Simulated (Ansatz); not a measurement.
`BB(O)N=C` at its PBE0-D4/def2-TZVP geometry, where that method's forces vanish. Total charge 0; spin multiplicity 1.

```xyz
10

B    -0.6817    1.1239    1.0710
B    -0.4984   -0.3386    0.2398
O    -0.9962   -1.5606    0.6278
N     0.1930   -0.2767   -0.9806
C     1.3069   -0.2612   -1.5401
H    -1.4397    1.9843    0.7251
H    -0.0180    1.3629    2.0430
H    -1.5084   -1.5214    1.4361
H     2.2540   -0.3871   -0.9984
H     1.3887   -0.1254   -2.6239
```

(1) What forces (eV/Å) does r2SCAN-D4/def2-TZVPP give on these atoms in the Gaussian-basis code of Ansatz? (Estimate.)

Results:

(1) Computed: 
```
B1   0.004 -0.021 -0.023
B2   0.038  0.247  0.039
O3  -0.072 -0.215  0.037
N4  -0.255 -0.006  0.078
C5   0.270  0.012 -0.147
H6   0.030 -0.017  0.012
H7  -0.027 -0.010 -0.022
H8  -0.017  0.006  0.033
H9   0.025  0.005  0.008
H10  0.003 -0.001 -0.015
```
